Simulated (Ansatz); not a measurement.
Basis sets compared for B(PH3)Cl3 (BPH3Cl3). The state is a singlet with charge 0. Geometry B3LYP-D4/def2-SVP. Ansatz on 4 threads of Arm Neoverse V1 on a shared host; times are rough, and most runs start from earlier orbitals.

```csv
atom,x (Å),y (Å),z (Å)
B1,-0.432,-0.599,-0.790
P2,0.378,0.524,0.692
H3,0.893,-0.191,1.798
H4,-0.493,1.451,1.309
H5,1.473,1.338,0.321
Cl6,-1.794,-1.503,0.042
Cl7,0.957,-1.660,-1.345
Cl8,-0.983,0.640,-2.025
```

B3LYP takes the VWN-RPA correlation.

Binding counts from free atoms (B doublet, P quartet, H doublet, Cl doublet) in the same basis, without a counterpoise term.

```tsv
level	functions	energy (Eh)	HOMO (eV)	LUMO (eV)	binding per atom (eV)	wall time
HF/STO-3G	44	-1726.9026	-9.61	9.30	2.92	0.15 s
HF/6-31G	67	-1745.5640	-11.53	3.39	1.81	0.35 s
PBE-D4/def2-SVP	101	-1747.4030	-6.47	-0.93	3.22	0.91 s
B3LYP-D4/6-31G	67	-1748.6205	-7.91	-0.22	2.78	0.96 s
PBE0-D4/def2-SVP	101	-1747.5583	-7.94	-0.06	3.17	1.2 s
```

(1) Estimate the rows for PBE-D4/def2-TZVP, B3LYP-D4/def2-TZVP, PBE0-D4/def2-TZVP.

## Answers

(1) 
| level | functions | energy (Eh) | HOMO (eV) | LUMO (eV) | binding per atom (eV) | wall time |
| --- | --- | --- | --- | --- | --- | --- |
| PBE-D4/def2-TZVP | 197 | -1748.0250 | -6.81 | -1.31 | 3.19 | 1.9 s |
| B3LYP-D4/def2-TZVP | 197 | -1748.8630 | -7.92 | -0.60 | 3.10 | 2.7 s |
| PBE0-D4/def2-TZVP | 197 | -1748.1727 | -8.20 | -0.39 | 3.14 | 2.6 s |
